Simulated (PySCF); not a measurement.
## Pr⁵⁸⁺ (praseodymium, charge +58) across methods

1s1, 2S determinant. Computed with PySCF 2.14 in an even-tempered Gaussian basis (17 s from 140 bohr⁻², ratio 2.2; 7 p from 210 bohr⁻², ratio 2.4; 4 d from 620 bohr⁻², ratio 2.4; 3 f from 930 bohr⁻², ratio 2.4; 3 g from 1400 bohr⁻², ratio 2.4), with scalar relativity by spin-free X2C-1e.

```json
{"method": "revPBE", "E (hartree)": "-1829.62", "mean ε 1s α (eV)": "-49373.0", "Σ⟨r²⟩ (bohr²)": "0.0007329", "⟨S²⟩": "0.750"}
{"method": "UHF", "E (hartree)": "-1829.42347", "mean ε 1s α (eV)": "-49781.1", "Σ⟨r²⟩ (bohr²)": "0.0007319", "⟨S²⟩": "0.750"}
{"method": "MN15", "E (hartree)": "-1831.88", "mean ε 1s α (eV)": "-49449.0", "Σ⟨r²⟩ (bohr²)": "0.0007329", "⟨S²⟩": "0.750"}
{"method": "PBE0", "E (hartree)": "-1829.34", "mean ε 1s α (eV)": "-49471.8", "Σ⟨r²⟩ (bohr²)": "0.0007327", "⟨S²⟩": "0.750"}
{"method": "PBE", "E (hartree)": "-1829.31", "mean ε 1s α (eV)": "-49368.7", "Σ⟨r²⟩ (bohr²)": "0.0007330", "⟨S²⟩": "0.750"}
{"method": "r2SCAN", "E (hartree)": "-1829.57", "mean ε 1s α (eV)": "-49416.1", "Σ⟨r²⟩ (bohr²)": "0.0007324", "⟨S²⟩": "0.750"}
{"method": "LDA", "E (hartree)": "-1826.70", "mean ε 1s α (eV)": "-49309.0", "Σ⟨r²⟩ (bohr²)": "0.0007340", "⟨S²⟩": "0.750"}
```

For one electron the Hartree and exchange-correlation energies should cancel; what remains is the self-interaction error.
